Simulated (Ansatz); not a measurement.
A nudged elastic band was laid between two geometries of ClH5OSiSn (9 atoms, charge 0, multiplicity 1).

Theory: Ansatz, RKS B3LYP/def2-SVP.

```yaml
movable_images: 5
climbing_image: yes
spring: 5.0 eV/Å²
optimiser: quadratic models (default)
start_path: through a guess of the saddle point
force_threshold: 0.03 eV/Å
iteration_limit: 60
end_points: relaxed
```

First end point:

```xyz
9
Properties=species:S:1:pos:R:3
O -1.395 0.390 1.403
Si -0.947 0.893 -0.116
Sn 1.036 -0.687 -0.722
Cl 1.409 -1.413 1.562
H -0.725 -0.120 1.890
H -2.090 0.743 -1.055
H -0.473 2.308 -0.154
H 0.730 -2.137 -1.597
H 2.543 -0.023 -1.227
```

Last end point:

```xyz
9
Properties=species:S:1:pos:R:3
O -0.981 1.077 1.084
Si -1.111 1.101 -0.904
Sn 0.930 -0.673 -0.961
Cl 0.910 -1.168 1.497
H -0.474 0.287 1.455
H -2.063 -0.088 -0.834
H -0.557 1.873 1.442
H 0.848 -2.264 -1.649
H 2.587 -0.190 -1.148
```

(1) What changes between the two ends?

(2) Give the energies along the band, and the barrier.

(3) What is the geometry of the highest image?

The band took 23 iterations and roughly 4 core-minutes.

Results:

(1) Bonds broken: Si2–H7. Bonds formed: O1–H7.

(2) It converged. The highest image is number 3 of 0 to 6, 3.02 eV above the first end and 1.48 eV above the last; the last end lies 1.54 eV above the first. Neighbouring images differ by up to 1.6 eV, so the band resolves the path poorly. The order of the stationary point at the top wasn't checked. The orbitals stay closed-shell, which can raise the energy where a bond breaks towards radicals; this wasn't checked here.

| image | path coordinate (Å) | energy (eV) | Si2–H7 (Å) | O1–H7 (Å) |
| --- | --- | --- | --- | --- |
| 0 | 0.00 | 0.00 | 1.49 | 2.64 |
| 1 | 0.55 | 0.17 | 1.49 | 2.46 |
| 2 | 1.10 | 1.44 | 1.48 | 1.94 |
| 3 | 1.66 | 3.02 | 1.61 | 1.34 |
| 4 | 2.21 | 1.92 | 2.09 | 0.98 |
| 5 | 2.77 | 1.56 | 2.49 | 0.97 |
| 6 | 3.33 | 1.54 | 2.53 | 0.97 |

(3) 
```xyz
9
Properties=species:S:1:pos:R:3
O -1.324 0.664 1.269
Si -0.804 1.112 -0.477
Sn 1.056 -0.709 -0.825
Cl 1.160 -1.343 1.528
H -0.648 0.097 1.710
H -1.955 0.680 -1.341
H -0.806 1.853 0.949
H 0.749 -2.200 -1.639
H 2.660 -0.201 -1.190
```

The run took 2 min on 2 threads of AMD EPYC 9R45 96-Core Processor (Zen 5), on a shared host, peak memory 0.27 GiB.
